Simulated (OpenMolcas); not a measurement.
**Cu5+: the spin-orbit constant, worked from levels**

```json
{"Program": "OpenMolcas", "Basis": "ANO-RCC-VTZP [6s5p3d2f1g]", "Scalar Hamiltonian": "DKH2, point nucleus", "Active space": "12 electrons in 8 orbitals (RAS1 3p, at most 2 holes; RAS2 3d)", "State averaging": "2S+1 = 5 even, 5 roots; 2S+1 = 3 even, 45 roots; 2S+1 = 1 even, 44 roots", "Spin-orbit coupling": "state interaction with AMFI integrals over the reference wave functions, term energies averaged over their components"}
```

Methods: RASSCF; MS-RASPT2, IPEA 0.25 Eh, imaginary shift 0.1 Eh (closed shells correlated: 3s). Measured levels: Sugar and Musgrove, J. Phys. Chem. Ref. Data 19, 527 (1990).

**The spin-orbit constant.** For the Hund term ⁵D of d6, E(J) = (A/2) J(J+1) + constant and ζ = -2S·A = -4A. From J = 0 to J = 4 the energy changes by 10 A.

| Source | E(4) - E(0) | A | ζ |
| --- | --- | --- | --- |
| RASSCF | -2646.3 | -264.6 | 1059 |
| MS-RASPT2 | -2650.0 | -265.0 | 1060 |
| measured | -2733.4 | -273.3 | 1093 |

All in cm-1. MS-RASPT2 is off by -3.1 % and RASSCF by -3.2 %. Both methods take the spin-orbit matrix elements from the reference wave functions, so the second can move ζ only through the term energies and any multistate remixing. Second-order mixing with other terms is absorbed into this ζ.

Active for correlation alone: 3p; no level in the range computed is led by a configuration that opens it, so any true level of that kind is missing. Without dynamic correlation excited terms often stand tens of per cent too high (terms of higher spin than the ground term too low), and those without a measured partner can miss by more than the paired ones (holds for RASSCF). Computed and measured levels are paired by configuration, term and J; levels that our copy of the source lacks, or whose pairing is in doubt (as where it misses far off the trend of its configuration), stay unpaired and out of the deviations. Levels of configurations outside the active space are missing.
